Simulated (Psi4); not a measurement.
C$_{5}$H$_{7}$Br, singlet, geometry from GFN2-xTB; Psi4 with CAM-B3LYP/def2-SV(P).

The Psi4 input:
```
memory 2 GB

molecule {
0 1
C     2.88612544   -1.86078970    0.94343749
C     2.09677867   -1.45459471   -0.03224580
C     1.31154206   -0.18033340   -0.00163922
C    -0.16752766   -0.41217871   -0.01578783
C    -0.80138179   -1.56036214    0.12171915
Br   -1.18315367    1.20562932   -0.23635296
H     3.01171776   -1.28822706    1.84796023
H     3.44528113   -2.77844892    0.87997730
H     1.98531709   -2.04359048   -0.93318160
H     1.56678802    0.39950766    0.89124608
H     1.57542450    0.42948808   -0.87310910
H    -0.25260830   -2.47615657    0.25973441
H    -1.87476217   -1.63004695    0.10682358
}

set {
  basis def2-sv(p)
}

energy('cam-b3lyp')
print_variables()
```

Output, abridged:

```
   => Loading Basis Set <=

    Name: DEF2-SV(P)
    Role: ORBITAL
    Keyword: BASIS

         ---------------------------------------------------------
                                   SCF
               by Justin Turney, Rob Parrish, Andy Simmonett
                          and Daniel G. A. Smith
                              RKS Reference
         ---------------------------------------------------------

  ==> Geometry <==

    Molecular point group: c1
    Full point group: C1

    Geometry (in Angstrom), charge = 0, multiplicity = 1:

       Center              X                  Y                   Z               Mass
    ------------   -----------------  -----------------  -----------------  -----------------
         C            3.022691134459    -1.998254921227     0.972691315954    12.000000000000
         C            2.233344364459    -1.592059931227    -0.002991974046    12.000000000000
         C            1.448107754459    -0.317798621227     0.027614605954    12.000000000000
         C           -0.030961965541    -0.549643931227     0.013465995954    12.000000000000
         C           -0.664816095541    -1.697827361227     0.150972975954    12.000000000000
         BR          -1.046587975541     1.068164098773    -0.207099134046    78.918337600000
         H            3.148283454459    -1.425692281227     1.877214055954     1.007825032230
         H            3.581846824459    -2.915914141227     0.909231125954     1.007825032230
         H            2.121882784459    -2.181055701227    -0.903927774046     1.007825032230
         H            1.703353714459     0.262042438773     0.920499905954     1.007825032230
         H            1.711990194459     0.292022858773    -0.843855274046     1.007825032230
         H           -0.116042605541    -2.613621791227     0.288988235954     1.007825032230
         H           -1.738196475541    -1.767512171227     0.136077405954     1.007825032230

  Running in c1 symmetry.

  Rotational constants: A =      0.23145  B =      0.03272  C =      0.02967 [cm^-1]
  Rotational constants: A =   6938.75712  B =    980.92798  C =    889.43700 [MHz]
  Nuclear repulsion =  368.094641624989379

  Charge       = 0
  Multiplicity = 1
  Electrons    = 72
  Nalpha       = 36
  Nbeta        = 36

  ==> Algorithm <==

  SCF Algorithm Type is DF.
  DIIS enabled.
  MOM disabled.
  Fractional occupation disabled.
  Guess Type is SAD.
  Energy threshold   = 1.00e-06
  Density threshold  = 1.00e-06
[...]
   @DF-RKS iter   4: -2768.38286560788856   -1.62450e-03   3.44160e-04 ADIIS/DIIS
   @DF-RKS iter   5: -2768.38363304554241   -7.67438e-04   4.00133e-05 DIIS
   @DF-RKS iter   6: -2768.38364444294939   -1.13974e-05   2.17995e-05 DIIS
   @DF-RKS iter   7: -2768.38364768932161   -3.24637e-06   5.57516e-06 DIIS
   @DF-RKS iter   8: -2768.38364797008080   -2.80759e-07   1.70211e-06 DIIS
   @DF-RKS iter   9: -2768.38364799255578   -2.24750e-08   4.80226e-07 DIIS
  Energy and wave function converged.

  ==> Post-Iterations <==

   Electrons on quadrature grid:
      Ntotal   =   72.0000046608 ; deviation = 4.661e-06

    Orbital Energies [Eh]
    ---------------------

    Doubly Occupied:

[...]
    Virtual:

[...]
    Final Occupation by Irrep:
              A
    DOCC [    36 ]
    NA   [    36 ]
    NB   [    36 ]

  @DF-RKS Final Energy: -2768.38364799255578

   => Energetics <=

    Nuclear Repulsion Energy =            368.0946416249893787
    One-Electron Energy =               -4574.5335179723424517
    Two-Electron Energy =                1530.9186170525888429
    DFT Exchange-Correlation Energy =     -92.8633886977914784
    Empirical Dispersion Energy =           0.0000000000000000
    VV10 Nonlocal Energy =                  0.0000000000000000
    Total Energy =                      -2768.3836479925557796

Computation Completed

Properties will be evaluated at   0.000000,   0.000000,   0.000000 [a0]

Properties computed using the SCF density matrix

 Multipole Moments:

 ------------------------------------------------------------------------------------
     Multipole            Electronic (a.u.)      Nuclear  (a.u.)        Total (a.u.)
 ------------------------------------------------------------------------------------

 L = 1.  Multiply by 2.5417464519 to convert [e a0] to [Debye]
 Dipole X            :        -18.1786247           18.5811666            0.4025419
 Dipole Y            :         18.2496337          -18.7035566           -0.4539230
 Dipole Z            :         -3.9274159            3.9802839            0.0528680
 Magnitude           :                                                    0.6090000

 ------------------------------------------------------------------------------------

  Variable Map:
  ----------------------------------------------------------------------------
[...]
  Array Variable Map:
  ----------------------------------------------------------------------------
[...]
[...]
```
